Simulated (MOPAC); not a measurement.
MOPAC input (PM6):

```
PM6 1SCF CHARGE=1 GEO-OK AUX(PRECISION=9) THREADS=1
H3BN

B     0.77817726 1   -0.09474492 1   -0.01515003 1
N    -0.52344474 1    0.06373063 1    0.01019074 1
H     1.93787378 1   -0.23594071 1   -0.03772771 1
H    -0.97808876 1    0.97067254 1    0.12878220 1
H    -1.18655813 1   -0.70712167 1   -0.08663953 1
```

Task: What heat of formation does the run end on, and which ionisation energy by Koopmans theorem?

Result: 181.05 kcal/mol; 18.13 eV.
